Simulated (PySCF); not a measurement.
Compound: C6H11N2 (doublet state).
Z-matrix (Å and degrees, GFN2-xTB geometry), rows numbered from 1:
```
C 
C   1  1.4999
N   2  1.4707  1  106.87
C   3  1.4523  2  108.09  1   -71.37
C   4  1.5527  3  108.10  2    53.01
N   1  1.4102  2  112.06  3    18.76
C   6  1.4613  1  108.73  2   -72.76
C   3  1.4582  2  110.58  1    47.30
H   1  1.0825  2  118.41  3  -115.43
H   2  1.0939  1  110.87  3   119.09
H   2  1.0959  1  114.68  3  -118.72
H   4  1.0918  3  108.52  2   174.09
H   4  1.0920  3  108.68  2   -67.99
H   5  1.0924  4  111.43  3   131.87
H   5  1.0907  4  111.12  3  -106.63
H   7  1.0916  6  108.96  1   -67.41
H   7  1.0932  6  109.27  1   173.84
H   8  1.0918  3  107.79  2    56.41
H   8  1.0922  3  107.99  2   173.49
```

The hyperfine couplings belong to this conformer and change with its torsions.

As a line formula: `[CH]1CN2CCN1CC2` [radical].

Method: UKS B3LYP, pcH-1 on C H N, non-relativistic, mean-field spin-orbit, GIAO (PySCF). Geometry: GFN2-xTB; no solvent, vibrations or thermal averaging. A GFN2-xTB geometry isn't a minimum of the functional, and hyperfine couplings can be far from their values at a DFT geometry. No stability test was run, so a lower SCF solution isn't excluded.

Principal values of hyperfine tensors in MHz (contact and dipolar terms together), for some of the nuclei:

| atom | isotope | A1 | A2 | A3 |
| --- | --- | --- | --- | --- |
| C1 | 13C | 128.29 | 129.70 | 338.89 |
| H11 | 1H | 61.38 | 62.53 | 77.72 |
| H10 | 1H | 42.35 | 44.37 | 55.19 |
| H9 | 1H | -73.29 | -45.04 | -6.60 |
| N6 | 14N | 23.80 | 24.43 | 37.89 |
| H14 | 1H | 13.29 | 13.44 | 19.73 |
| C5 | 13C | 9.10 | 10.54 | 12.85 |
| H16 | 1H | 5.36 | 7.62 | 18.40 |

(1) Give the isotropic coupling of each nucleus in MHz and in mT (g = 2.0028), and the anisotropic part.

(2) What spin density at the nucleus of C1 lies behind its contact coupling (g_N = 1.40482)?

(3) C7 (13C, g_N = 1.40482) isn't in the table. Its spin density at the nucleus is 0.0382 bohr⁻³. What is its contact coupling?

(4) Which nucleus of the table has the largest anisotropic coupling, and what is its form?

(5) In a single crystal, with the field along each principal axis of the tensor of C1 in turn, what first-order splitting does this nucleus give (isotropic g, quadrupole terms neglected)?

Answers

(1) a_iso is a third of the trace, T = A − a_iso, and a(mT) = a(MHz)/(g × 13.996).

```tsv
atom	a_iso (MHz)	a_iso (mT)	T1	T2	T3
C1	198.96	7.098	-70.67	-69.26	139.93
H11	67.21	2.398	-5.83	-4.68	10.51
H10	47.30	1.688	-4.96	-2.93	7.89
H9	-41.65	-1.486	-31.64	-3.40	35.04
N6	28.71	1.024	-4.91	-4.28	9.19
H14	15.49	0.553	-2.20	-2.05	4.24
C5	10.83	0.386	-1.73	-0.29	2.02
H16	10.46	0.373	-5.10	-2.84	7.94
```

(2) a_FC = 800.24 MHz bohr³ × g_N × ρ(0)/(2S). With a_FC = 198.96 MHz and 2S = 1, ρ(0) = 0.177 bohr⁻³.

(3) By the same relation, a_FC = 42.9 MHz. Its full tensor has the principal values 36.69, 37.27, 54.86 MHz.

(4) C1: -70.7, -69.3, 139.9 MHz, axial, in the ratio −1:−1:+2, the form that spin in one p orbital centred on that nucleus gives.

(5) 2 lines (I = 1/2), spaced by |A_i|/(g × 13.996): 4.58, 4.63, 12.09 mT along the axes of A1, A2 and A3.

The run took 95 s of wall time (with the writing of density and orbital grids) on one thread of an Arm Neoverse V2, shared host with 96 logical CPUs at a one-minute load of 48, and the process peaked at 1.1 GiB of memory.
